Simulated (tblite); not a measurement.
A geometry optimisation, step by step.

C6H8NSi (doublet state).
Bonds: C1–C2 (double), C2–C3, C3–N4 (double), N4–C5, C5–C6, C6–Si7, C6–C8 (double), C3–C8. Hydrogens: H9, H10 on C1; H11 on C2; H12, H13 on C5; H14, H15, H16 on Si7.
Bond orders are those of one Lewis drawing.

Computed with GFN2-xTB (tblite), gas phase: L-BFGS steps from a force-field or distance-geometry start until the largest atomic force falls under 0.01 eV/Å. 12 of its 48 geometries are shown.

Step 0: E = -582.2940 eV, largest atomic force 3.659 eV/Å
```
atom  x, y, z in Å  |  force x, y, z in eV/Å
C1      3.104   -0.802   -0.439   -0.535   0.603   0.328
C2      2.526    0.251    0.168    0.018  -0.612  -0.206
C3      1.084    0.418    0.267   -0.318   1.183   0.509
N4      0.477    1.427    0.841   -0.416  -0.286   0.014
C5     -1.014    1.243    0.734    1.522   0.489  -0.016
C6     -1.149   -0.026   -0.034   -0.149   1.611   1.006
Si7    -2.661   -0.804   -0.520   -3.198  -1.575  -0.827
C8      0.061   -0.426   -0.253    2.438  -1.828  -1.025
H9      4.181   -0.895   -0.478   -0.229  -0.035  -0.033
H10     2.508   -1.583   -0.907    0.217   0.279   0.162
H11     3.125    1.019    0.644   -0.124  -0.051  -0.081
H12    -1.454    1.180    1.731    0.146   0.114  -0.024
H13    -1.435    2.103    0.197    0.152  -0.118   0.205
H14    -2.776   -2.165    0.070    0.077   0.332  -0.129
H15    -2.757   -0.923   -1.991    0.063   0.041   0.216
H16    -3.828   -0.007   -0.043    0.336  -0.148  -0.099
```

Step 4: E = -582.6199 eV, largest atomic force 0.328 eV/Å
```
atom  x, y, z in Å  |  force x, y, z in eV/Å
C1      3.087   -0.784   -0.429   -0.135   0.126   0.083
C2      2.512    0.253    0.178   -0.003  -0.029  -0.019
C3      1.077    0.444    0.273    0.120  -0.103  -0.031
N4      0.481    1.435    0.855    0.010  -0.052  -0.026
C5     -0.954    1.255    0.735   -0.108  -0.258  -0.172
C6     -1.143   -0.035   -0.036    0.115   0.069   0.046
Si7    -2.745   -0.842   -0.539    0.079   0.032  -0.010
C8      0.099   -0.467   -0.276   -0.046   0.068   0.018
H9      4.159   -0.894   -0.478   -0.058   0.061   0.033
H10     2.515   -1.568   -0.898   -0.104   0.041   0.015
H11     3.119    1.016    0.639    0.002   0.122   0.066
H12    -1.431    1.193    1.720    0.222   0.037  -0.024
H13    -1.417    2.100    0.212    0.218  -0.019   0.044
H14    -2.777   -2.167    0.069   -0.080  -0.123   0.019
H15    -2.759   -0.924   -1.996   -0.078  -0.032  -0.074
H16    -3.831   -0.006   -0.043   -0.153   0.061   0.031
```

Step 9: E = -582.6436 eV, largest atomic force 0.151 eV/Å
```
atom  x, y, z in Å  |  force x, y, z in eV/Å
C1      3.074   -0.774   -0.421    0.037   0.053   0.025
C2      2.516    0.267    0.187   -0.006  -0.024  -0.007
C3      1.085    0.434    0.271   -0.039  -0.005  -0.026
N4      0.483    1.420    0.848    0.144   0.036   0.028
C5     -0.946    1.234    0.723    0.043   0.043   0.035
C6     -1.137   -0.045   -0.043    0.002  -0.078  -0.052
Si7    -2.752   -0.844   -0.539   -0.013  -0.004   0.001
C8      0.108   -0.474   -0.283   -0.048  -0.035  -0.011
H9      4.143   -0.880   -0.471    0.065  -0.040  -0.024
H10     2.489   -1.550   -0.889   -0.046   0.069   0.046
H11     3.113    1.039    0.651   -0.021   0.011   0.009
H12    -1.384    1.197    1.721   -0.032  -0.040   0.054
H13    -1.371    2.101    0.214   -0.024   0.026  -0.065
H14    -2.798   -2.180    0.066   -0.057   0.056  -0.043
H15    -2.779   -0.932   -2.003   -0.058  -0.012   0.064
H16    -3.851   -0.004   -0.043    0.053  -0.056  -0.033
```

Step 13: E = -582.6483 eV, largest atomic force 0.059 eV/Å
```
atom  x, y, z in Å  |  force x, y, z in eV/Å
C1      3.079   -0.768   -0.418    0.026  -0.011  -0.007
C2      2.518    0.270    0.190    0.028   0.017   0.003
C3      1.086    0.430    0.266    0.015   0.015   0.013
N4      0.493    1.417    0.848   -0.048  -0.029  -0.017
C5     -0.939    1.235    0.724    0.007  -0.009  -0.007
C6     -1.135   -0.049   -0.046    0.021   0.042   0.034
Si7    -2.752   -0.844   -0.539    0.007   0.005   0.004
C8      0.107   -0.479   -0.287    0.022   0.022   0.011
H9      4.148   -0.884   -0.473    0.004  -0.028  -0.017
H10     2.476   -1.534   -0.880    0.020   0.011   0.008
H11     3.107    1.046    0.656   -0.012   0.011   0.010
H12    -1.376    1.192    1.726   -0.007   0.003  -0.052
H13    -1.362    2.101    0.206   -0.003  -0.041   0.026
H14    -2.814   -2.177    0.059   -0.032  -0.026   0.007
H15    -2.795   -0.936   -1.998   -0.032  -0.008  -0.031
H16    -3.850   -0.010   -0.047   -0.018   0.025   0.016
```

Step 17: E = -582.6494 eV, largest atomic force 0.059 eV/Å
```
atom  x, y, z in Å  |  force x, y, z in eV/Å
C1      3.084   -0.766   -0.417   -0.005   0.013   0.007
C2      2.523    0.272    0.190    0.002   0.001   0.004
C3      1.090    0.430    0.267   -0.002   0.005   0.002
N4      0.493    1.416    0.847    0.032   0.016   0.010
C5     -0.936    1.233    0.723   -0.017  -0.015  -0.007
C6     -1.133   -0.049   -0.044    0.002  -0.049  -0.032
Si7    -2.752   -0.843   -0.538   -0.013  -0.003  -0.006
C8      0.111   -0.479   -0.287    0.004  -0.010  -0.004
H9      4.152   -0.890   -0.477    0.006   0.001   0.000
H10     2.475   -1.528   -0.876    0.013  -0.012  -0.008
H11     3.104    1.052    0.660    0.022   0.008   0.004
H12    -1.376    1.190    1.721   -0.018  -0.002   0.023
H13    -1.361    2.096    0.207   -0.016   0.018  -0.014
H14    -2.824   -2.179    0.058   -0.013   0.014  -0.004
H15    -2.805   -0.939   -2.000   -0.013   0.004   0.019
H16    -3.852   -0.008   -0.045    0.017   0.009   0.006
```

Step 21: E = -582.6501 eV, largest atomic force 0.043 eV/Å
```
atom  x, y, z in Å  |  force x, y, z in eV/Å
C1      3.087   -0.764   -0.416    0.002  -0.004  -0.002
C2      2.527    0.275    0.192   -0.006   0.002   0.003
C3      1.092    0.431    0.267   -0.004  -0.002   0.001
N4      0.494    1.416    0.848   -0.038  -0.017  -0.009
C5     -0.938    1.230    0.721    0.006  -0.001  -0.001
C6     -1.130   -0.055   -0.048    0.007   0.024   0.012
Si7    -2.755   -0.843   -0.539    0.010   0.007   0.010
C8      0.115   -0.480   -0.287    0.004  -0.002  -0.001
H9      4.154   -0.892   -0.479   -0.005   0.027   0.015
H10     2.479   -1.528   -0.875    0.003   0.009   0.004
H11     3.107    1.056    0.662    0.007  -0.018  -0.012
H12    -1.380    1.189    1.720    0.010  -0.017  -0.024
H13    -1.364    2.095    0.205    0.009  -0.030  -0.004
H14    -2.834   -2.178    0.057   -0.009  -0.001   0.005
H15    -2.815   -0.939   -1.998   -0.009   0.005  -0.006
H16    -3.848   -0.003   -0.042    0.013   0.016   0.009
```

Step 26: E = -582.6512 eV, largest atomic force 0.055 eV/Å
```
atom  x, y, z in Å  |  force x, y, z in eV/Å
C1      3.092   -0.758   -0.413    0.001   0.001  -0.001
C2      2.530    0.279    0.195    0.000  -0.011  -0.010
C3      1.095    0.432    0.269    0.004  -0.010  -0.006
N4      0.488    1.413    0.848    0.053   0.012   0.007
C5     -0.940    1.220    0.715    0.004  -0.004  -0.004
C6     -1.124   -0.064   -0.054   -0.011  -0.028  -0.010
Si7    -2.756   -0.840   -0.536   -0.017  -0.006  -0.011
C8      0.124   -0.484   -0.290   -0.009   0.000  -0.001
H9      4.159   -0.882   -0.473    0.012   0.012   0.006
H10     2.487   -1.523   -0.873   -0.007  -0.009  -0.003
H11     3.118    1.056    0.662   -0.030   0.015   0.012
H12    -1.386    1.176    1.711   -0.013  -0.010   0.010
H13    -1.367    2.080    0.196   -0.013   0.010  -0.013
H14    -2.857   -2.174    0.057    0.009   0.001   0.011
H15    -2.838   -0.936   -1.995    0.008   0.010   0.002
H16    -3.833    0.015   -0.031    0.008   0.017   0.010
```

Step 30: E = -582.6517 eV, largest atomic force 0.045 eV/Å
```
atom  x, y, z in Å  |  force x, y, z in eV/Å
C1      3.095   -0.757   -0.412    0.008   0.002   0.000
C2      2.531    0.279    0.195   -0.006   0.004   0.005
C3      1.096    0.430    0.269   -0.009  -0.005  -0.008
N4      0.490    1.411    0.847   -0.038  -0.019  -0.014
C5     -0.939    1.216    0.713   -0.004  -0.003  -0.001
C6     -1.122   -0.070   -0.057    0.005   0.013   0.004
Si7    -2.759   -0.839   -0.536    0.007   0.009   0.011
C8      0.127   -0.487   -0.291    0.001  -0.014  -0.004
H9      4.163   -0.876   -0.469    0.001  -0.010  -0.007
H10     2.490   -1.522   -0.873    0.020   0.002   0.002
H11     3.115    1.058    0.664   -0.021   0.006   0.005
H12    -1.389    1.169    1.708    0.011   0.004  -0.008
H13    -1.370    2.074    0.191    0.013  -0.008   0.009
H14    -2.864   -2.173    0.060    0.005   0.007   0.003
H15    -2.845   -0.933   -1.995    0.004   0.006   0.000
H16    -3.825    0.026   -0.024    0.004   0.005   0.003
```

Step 34: E = -582.6522 eV, largest atomic force 0.017 eV/Å
```
atom  x, y, z in Å  |  force x, y, z in eV/Å
C1      3.100   -0.754   -0.411    0.005   0.000   0.005
C2      2.530    0.280    0.196    0.002   0.005  -0.005
C3      1.095    0.426    0.265   -0.003  -0.014   0.010
N4      0.487    1.406    0.844    0.004  -0.001  -0.004
C5     -0.940    1.209    0.709    0.004   0.001  -0.002
C6     -1.120   -0.076   -0.061   -0.010   0.001   0.002
Si7    -2.761   -0.836   -0.534   -0.007   0.001   0.001
C8      0.129   -0.494   -0.294   -0.012   0.000  -0.007
H9      4.169   -0.871   -0.467    0.008   0.005   0.004
H10     2.499   -1.521   -0.872    0.009  -0.001  -0.004
H11     3.105    1.064    0.668    0.010   0.001   0.001
H12    -1.391    1.162    1.703    0.004   0.004  -0.005
H13    -1.371    2.067    0.186   -0.002  -0.001   0.005
H14    -2.871   -2.168    0.064   -0.003   0.003   0.000
H15    -2.852   -0.926   -1.993   -0.003   0.002   0.003
H16    -3.814    0.042   -0.014   -0.006  -0.005  -0.003
```

Step 38: E = -582.6523 eV, largest atomic force 0.019 eV/Å
```
atom  x, y, z in Å  |  force x, y, z in eV/Å
C1      3.103   -0.753   -0.410    0.006  -0.001  -0.005
C2      2.530    0.280    0.196    0.001  -0.012   0.008
C3      1.095    0.423    0.265    0.004   0.009  -0.016
N4      0.487    1.404    0.842   -0.001  -0.005   0.002
C5     -0.940    1.208    0.708   -0.004   0.003   0.003
C6     -1.121   -0.077   -0.061    0.005   0.003  -0.002
Si7    -2.763   -0.835   -0.534   -0.002   0.001   0.001
C8      0.127   -0.495   -0.296    0.007  -0.002   0.008
H9      4.171   -0.869   -0.466    0.005   0.009   0.005
H10     2.503   -1.521   -0.873    0.008  -0.001   0.001
H11     3.105    1.064    0.668   -0.007  -0.006  -0.006
H12    -1.390    1.162    1.702    0.001   0.001   0.009
H13    -1.371    2.066    0.186    0.001   0.006  -0.004
H14    -2.873   -2.166    0.065   -0.005  -0.004   0.002
H15    -2.854   -0.925   -1.992   -0.005   0.000  -0.005
H16    -3.814    0.043   -0.013   -0.014   0.000   0.000
```

Step 43: E = -582.6526 eV, largest atomic force 0.017 eV/Å
```
atom  x, y, z in Å  |  force x, y, z in eV/Å
C1      3.112   -0.751   -0.409   -0.004  -0.001   0.000
C2      2.530    0.277    0.196   -0.006   0.006  -0.014
C3      1.094    0.417    0.261   -0.004   0.003   0.012
N4      0.487    1.398    0.839    0.006   0.016  -0.002
C5     -0.940    1.206    0.706    0.004  -0.003   0.001
C6     -1.124   -0.079   -0.063   -0.001  -0.005   0.004
Si7    -2.770   -0.832   -0.532    0.004   0.001  -0.001
C8      0.124   -0.500   -0.297   -0.002   0.007  -0.001
H9      4.182   -0.858   -0.460   -0.001   0.002   0.002
H10     2.520   -1.523   -0.875    0.009  -0.013  -0.005
H11     3.100    1.065    0.668   -0.008  -0.001   0.008
H12    -1.388    1.161    1.701    0.000  -0.004  -0.002
H13    -1.372    2.065    0.185    0.011  -0.002   0.001
H14    -2.881   -2.163    0.068   -0.006   0.007  -0.006
H15    -2.862   -0.920   -1.991   -0.006  -0.002   0.009
H16    -3.821    0.048   -0.011    0.004  -0.009  -0.005
```

Step 47: E = -582.6528 eV, largest atomic force 0.008 eV/Å
```
atom  x, y, z in Å  |  force x, y, z in eV/Å
C1      3.116   -0.751   -0.409   -0.003   0.002   0.000
C2      2.530    0.276    0.195    0.001   0.001   0.001
C3      1.093    0.415    0.260    0.002  -0.002  -0.007
N4      0.488    1.398    0.837    0.004  -0.007   0.002
C5     -0.940    1.205    0.705    0.001   0.004   0.001
C6     -1.125   -0.080   -0.063    0.000   0.002   0.004
Si7    -2.772   -0.831   -0.531    0.001  -0.002   0.000
C8      0.123   -0.502   -0.298   -0.001  -0.001   0.000
H9      4.187   -0.852   -0.457   -0.008   0.000   0.001
H10     2.530   -1.526   -0.876    0.005  -0.001   0.000
H11     3.096    1.064    0.669    0.000   0.001   0.001
H12    -1.387    1.160    1.701   -0.001   0.000   0.001
H13    -1.370    2.064    0.185   -0.002   0.004  -0.002
H14    -2.887   -2.161    0.069   -0.002  -0.003  -0.001
H15    -2.868   -0.919   -1.989   -0.001  -0.002  -0.001
H16    -3.824    0.049   -0.010    0.003   0.001   0.001
```

Question: Summarise the path.

Answer: The energy falls by 8.27 kcal/mol from step 0 to step 47; nine tenths of that is first reached at step 4. It falls at every step. The largest force goes from 3.659 to 0.008 eV/Å. Among the bonds C6–Si7 changes most, from 1.769 to 1.870 Å; the atoms move by 0.077 Å rms after alignment.

Question: Follow the three bonds and two angles with the largest change from start to end.

Answer: 
```tsv
step	E above end (kcal/mol)	largest force (eV/Å)	C6–Si7 (Å)	N4–C5 (Å)	C6=C8 (Å)	C3–C8–C6 (°)	N4–C3–C8 (°)
0	8.27	3.659	1.769	1.506	1.293	115.3	106.5
2	1.56	0.694	1.860	1.458	1.337	110.8	108.4
4	0.76	0.328	1.863	1.451	1.337	110.9	110.0
6	0.47	0.232	1.865	1.454	1.335	111.2	110.2
8	0.28	0.131	1.868	1.449	1.337	111.1	109.7
10	0.17	0.142	1.869	1.446	1.338	111.0	109.7
12	0.12	0.066	1.869	1.448	1.337	111.0	110.0
14	0.09	0.053	1.868	1.448	1.337	111.0	110.0
16	0.08	0.051	1.869	1.447	1.338	111.0	109.9
18	0.07	0.042	1.871	1.447	1.338	111.1	109.8
20	0.07	0.029	1.871	1.448	1.338	111.1	109.8
22	0.06	0.051	1.871	1.449	1.337	111.1	109.9
25	0.04	0.038	1.870	1.447	1.338	111.0	109.8
27	0.03	0.043	1.871	1.446	1.338	111.0	109.8
29	0.03	0.028	1.871	1.448	1.337	111.1	109.9
31	0.02	0.060	1.871	1.449	1.337	111.1	109.9
33	0.01	0.025	1.870	1.448	1.337	111.0	110.0
35	0.01	0.014	1.870	1.447	1.337	111.0	109.9
37	0.01	0.013	1.869	1.446	1.337	111.0	109.9
39	0.01	0.020	1.869	1.447	1.337	111.0	109.9
41	0.01	0.023	1.870	1.447	1.337	111.0	109.9
43	0.00	0.017	1.870	1.447	1.338	111.0	109.8
45	0.00	0.020	1.870	1.446	1.338	111.0	109.9
47	0.00	0.008	1.870	1.446	1.337	111.0	109.9
```

What follows is the cost of the whole relaxation. On INTEL XEON PLATINUM 8581C at 2.30 GHz, one thread, no GPU, shared host with 32 logical CPUs at a one-minute load of 8.1, this took 0.29 s.
